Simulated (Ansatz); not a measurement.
**HfCl4(H2O) in a box, plane waves**

Ansatz 0.2.0, DFT PBE, spin-orbit coupling, plane waves, PAW, molecule in a box. The geometry was relaxed with Gaussian bases (PBE; Hf def2-SVP with ECP60, Cl def2-SVP, O def2-SVP, H def2-SVP).

```yaml
crystal:
  lattice:
    - [12.79, 0.0, 0.0]
    - [0.0, 13.59, 0.0]
    - [0.0, 0.0, 13.63]
  atoms:
    - { symbol: Hf, position: [0.46607819, 0.51229801, 0.49992883] }
    - { symbol: Cl, position: [0.4260907, 0.47709272, 0.6697036] }
    - { symbol: Cl, position: [0.45367631, 0.46210375, 0.33015407] }
    - { symbol: Cl, position: [0.64804457, 0.52862546, 0.51191709] }
    - { symbol: Cl, position: [0.3901165, 0.66877189, 0.48794057] }
    - { symbol: O, position: [0.37751837, 0.36793525, 0.49992883] }
    - { symbol: H, position: [0.35183737, 0.33617881, 0.55970653] }
    - { symbol: H, position: [0.36113683, 0.33112583, 0.44015114] }
basis:
  ecutwfc: 420
  ecutrho_ratio: 4
kpoints:
  mp_grid: { grid: [1, 1, 1] }
hamiltonian:
  xc: pbe
scf:
  occupations: { method: gaussian, width: 0.01 }
output:
  forces: true
  eigenvalues: true
  populations: true
  write_density: true
  write_potential: true
  elf: true
  volumetric_format: npy
magnetization:
  noncollinear: true
  spin_orbit: true
```

Command:
```sh
ansatz run input.yaml --threads 2 --pin off --max-ram 5120MiB --backend cpu --events-out ev --progress --plain --runs-dir out
```
It took 33 s on 2 threads of Arm Neoverse V2, with other jobs on the host, peak memory 3.3 GiB.

**Question.** How does the SCF go?

**Answer.** 
```
SCF iter   1: F=—  HF=-20669.174326 eV  |F-HF|=—  |Δ(HF+E_count)|=         —  Δρ=1.77e-2
preconditioner: auto → Resta (q_TF=auto, 1.487 Å⁻¹)  ε∞=1.2  [insulator: Δε(μ)=6.070 eV  Ē_g=12.357 eV  σ=0.010 eV  W_gap=1.00  n_
spin=Noncollinear: Resta preconditioning applied to the charge; magnetization (m_x, m_y, m_z) channels mix plain (no charge-respon
SCF iter   2: F=—  HF=-20666.732367 eV  |F-HF|=—  |Δ(HF+E_count)|=    2.44e0  Δρ=7.51e-3
SCF iter   3: F=—  HF=-20666.492245 eV  |F-HF|=—  |Δ(HF+E_count)|=   2.40e-1  Δρ=4.16e-3
...
SCF iter   5: F=—  HF=-20666.483593 eV  |F-HF|=—  |Δ(HF+E_count)|=   2.64e-3  Δρ=4.60e-4
SCF iter   6: F=—  HF=-20666.483370 eV  |F-HF|=—  |Δ(HF+E_count)|=   2.23e-4  Δρ=9.29e-5
SCF iter   7: F=—  HF=-20666.483429 eV  |F-HF|=—  |Δ(HF+E_count)|=   5.89e-5  Δρ=2.93e-5
SCF iter   8: F=—  HF=-20666.483394 eV  |F-HF|=—  |Δ(HF+E_count)|=   3.53e-5  Δρ=7.12e-6
SCF iter   9: F=-20666.483394 eV  HF=-20666.483394 eV  |F-HF|=4.97e-8  |Δ(HF+E_count)|=   6.74e-7  Δρ=1.78e-6
```

**Question.** Which levels lie next to the highest filled one (eV, counted from it)?

**Answer.** Filled: -0.59, -0.59, -0.38, -0.38, -0.14, -0.14, -0.07, -0.07, 0.00, 0.00. Empty: 4.80, 4.80, 4.92, 4.92, 5.27, 5.27, 5.60, 5.60.

**Question.** What forces are left at this geometry, relaxed with Gaussian bases (eV/Å)?

**Answer.** 
```
Hf   0.05  0.08  0.00
Cl   0.09  0.10 -0.27
Cl   0.04  0.12  0.27
Cl  -0.42 -0.03 -0.03
Cl   0.18 -0.37  0.03
O   -0.10 -0.17  0.00
H    0.09  0.13 -0.21
H    0.06  0.14  0.21
```

A frequency check found unstable modes (1, the lowest at -33 cm⁻¹), so the relaxed geometry is a saddle point, or these are noise.
